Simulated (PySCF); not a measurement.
**MH₂ across group 16**

Level: PBE, basis family def2-TZVP, no relativity.

Each entry is the lowest minimum that a search over a few typed start shapes (and spin states, where more than one is plausible) found, or that minimum re-optimised at the stated level; isomers with ligand–ligand bonds, or fragments after loss of a ligand pair, can lie lower. Open shells are unrestricted; no spin–orbit coupling; PySCF with density fitting.

| molecule | 2S+1 | point group | mean bond to the central atom (Å) | distinct angles (°) | dipole (D) | lowest ω (cm⁻¹) | atomisation (kJ/mol) |
| --- | --- | --- | --- | --- | --- | --- | --- |
| H₂O | 1 | C2v | 0.971 | 104 | 2.04 | 1584 | 966 |
| H₂S | ? | ? | ? | ? | ? | ? | ? |
| H₂Se | 1 | C2v | 1.480 | 91 | 0.73 | 1025 | 680 |

Task: Fill in the row of H₂S.

Result: 2S+1: 1; point group: C2v; mean bond to the central atom (Å): 1.352; distinct angles (°): 92; dipole (D): 1.13; lowest ω (cm⁻¹): 1170; atomisation (kJ/mol): 759.

The bond lengthens at every step; the largest change, 0.381 Å, falls between H₂O and H₂S among the members listed.

Left out of the table are members whose search was unfinished or whose lowest solution was spin-contaminated, unstable, very soft or bonded differently.
